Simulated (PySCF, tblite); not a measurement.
Isomers of [C6H7OP2]- (charge -1), one GFN2-xTB conformer each. Single-point energies are computed at PBE0/pcSseg-1 (PySCF, gas phase, no added dispersion term), electronic only.

```csv
SMILES,GFN2-xTB relative energy (kcal/mol)
C=Cc1pc(OC)c[p-]1,0.0
C=Cc1c[p-]c(OC)p1,0.9
```

Conformers: `[CH2:1]=[CH:2][c:3]1[p:4][c:5]([O:6][CH3:7])[cH:8][p-:9]1` (charge -1) with C1–C2–C3–P4 -2°, P4–C5–O6–C7 0°; `[CH2:1]=[CH:2][c:3]1[cH:4][p-:5][c:6]([O:7][CH3:8])[p:9]1` (charge -1) with C1–C2–C3–C4 -1°, P5–C6–O7–C8 180°.

**Question.** What does PBE0/pcSseg-1 give for the same structures?

**Answer.** 
```json
{"SMILES": "C=Cc1pc(OC)c[p-]1", "PBE0/pcSseg-1 E (Eh)": "-990.10346", "PBE0/pcSseg-1 (kcal/mol)": "0.0", "GFN2-xTB (kcal/mol)": "0.0", "point group": "–"}
{"SMILES": "C=Cc1c[p-]c(OC)p1", "PBE0/pcSseg-1 E (Eh)": "-990.09865", "PBE0/pcSseg-1 (kcal/mol)": "3.0", "GFN2-xTB (kcal/mol)": "0.9", "point group": "near Cs"}
```

Both levels put the same isomer lowest. Neighbours under 5.0 kcal/mol apart (C=Cc1pc(OC)c[p-]1 and C=Cc1c[p-]c(OC)p1) can change places with a better method, another conformer or zero-point energy.

**Question.** What happens when harmonic zero-point energies from GFN2-xTB frequencies are added?

**Answer.** 
| SMILES | ZPE (kcal/mol) | electronic (kcal/mol) | with ZPE (kcal/mol) |
| --- | --- | --- | --- |
| C=Cc1pc(OC)c[p-]1 | 70.0 | 0.0 | 0.0 |
| C=Cc1c[p-]c(OC)p1 | 70.1 | 3.0 | 3.1 |

The zero-point energies span 0.1 kcal/mol. The order is unchanged.

**Question.** As an exercise, what shares would exp(−E/RT) give at 2000 K from these electronic energies alone (no entropy, no degeneracies)?

**Answer.** RT = 3.974 kcal/mol: C=Cc1pc(OC)c[p-]1 68.1 %, C=Cc1c[p-]c(OC)p1 31.9 %.
